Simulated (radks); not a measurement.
Charge is removed step by step from the 2p level of K, starting from [Ar] 4s1. All-electron calculation, non-relativistic Kohn-Sham, LDA (Slater exchange, Perdew-Wang correlation), spin-unpolarised, spherical densities, point nucleus. Program: a radial shooting solver on a logarithmic mesh with Libxc functionals.

[
 {"removed (e)": "0", "E - E(0) (eV)": "0.000", "eigenvalue (eV)": "-279.83", "E minus straight line (eV)": "0.000"},
 {"removed (e)": "0.1", "E - E(0) (eV)": "28.193", "eigenvalue (eV)": "-284.04", "E minus straight line (eV)": "-1.962"},
 {"removed (e)": "0.2", "E - E(0) (eV)": "56.809", "eigenvalue (eV)": "-288.30", "E minus straight line (eV)": "-3.501"},
 {"removed (e)": "0.3", "E - E(0) (eV)": "85.854", "eigenvalue (eV)": "-292.60", "E minus straight line (eV)": "-4.611"},
 {"removed (e)": "0.4", "E - E(0) (eV)": "115.33", "eigenvalue (eV)": "-296.96", "E minus straight line (eV)": "-5.288"},
 {"removed (e)": "0.5", "E - E(0) (eV)": "145.25", "eigenvalue (eV)": "-301.36", "E minus straight line (eV)": "-5.527"},
 {"removed (e)": "0.6", "E - E(0) (eV)": "175.61", "eigenvalue (eV)": "-305.81", "E minus straight line (eV)": "-5.324"},
 {"removed (e)": "0.7", "E - E(0) (eV)": "206.41", "eigenvalue (eV)": "-310.30", "E minus straight line (eV)": "-4.674"},
 {"removed (e)": "0.8", "E - E(0) (eV)": "237.67", "eigenvalue (eV)": "-314.83", "E minus straight line (eV)": "-3.573"},
 {"removed (e)": "0.9", "E - E(0) (eV)": "269.38", "eigenvalue (eV)": "-319.41", "E minus straight line (eV)": "-2.016"},
 {"removed (e)": "1", "E - E(0) (eV)": "301.55", "eigenvalue (eV)": "-324.02", "E minus straight line (eV)": "0.000"}
]

Removing the whole electron costs 301.55 eV by Delta-SCF, against 279.83 eV from minus the eigenvalue at the starting occupation. Slater's transition state (half an electron removed) gives 301.36 eV. Integrating minus the eigenvalue over the occupation (Janak's theorem) gives 301.55 eV. The mean slope of the eigenvalue, de/dn, is 44.2 eV per electron.
